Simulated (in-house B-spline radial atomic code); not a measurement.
Configurations of Zn, with energies counted from [Ar] 3d10 4s2. Level of theory: non-relativistic Hartree-Fock with fractional occupations, spin-polarised, spherical fractional occupations, point nucleus; calculated with a B-spline radial code for spherical atoms. Caution: exact exchange at fractional occupations of open shells leaves self-interaction of up to several eV. Shells without spins written out take the highest spin.

Occupations are held fixed; configurations that lie above the ionisation limit could autoionise.

| configuration | E - E(ref) (eV) | highest orbital | its <r> (bohr) |
| --- | --- | --- | --- |
| [Ar] 3d10 4s1 4p1 | 4.4247 | 4p up | 4.565 |
| [Ar] 3d10 4s1 5s1 | 5.0673 | 5s up | 8.267 |
| [Ar] 3d10 4s1 5f1 | 7.348 | 5f up | 44.99 |
| [Ar] 3d10 4s(0 up, 1 down) 5f(1 up, 0 down) | 7.3481 | 5f up | 45 |
| [Ne] 3s2 3p5 3d10 4s2 4p1 | 103.94 | 4p up | 4.163 |
| [Ne] 3s2 3p(3 up, 2 down) 3d10 4s2 4d(1 up, 0 down) | 106.64 | 4d up | 15.67 |

Task: Order these further configurations by energy, lowest first.
A. [Ar] 3d9 4s2 5f1
B. [Ar] 3d10 4s1 5d1
C. [Ne] 3s2 3p5 3d10 4s2 5s1
D. [Ne] 3s2 3p(2 up, 3 down) 3d10 4s2 5f(1 up, 0 down)
E. [Ar] 3d(5 up, 4 down) 4s2 4p(0 up, 1 down)

Result: B (7.1462 eV), E (23.168 eV), A (26.37 eV), C (104.76 eV), D (107.15 eV).

Task: How far above the reference does [Ne] 3s2 3p5 3d10 4s2 5d1 lie?

Result: 106.95 eV; its least bound orbital is 5d up with <r> = 27.72 bohr.
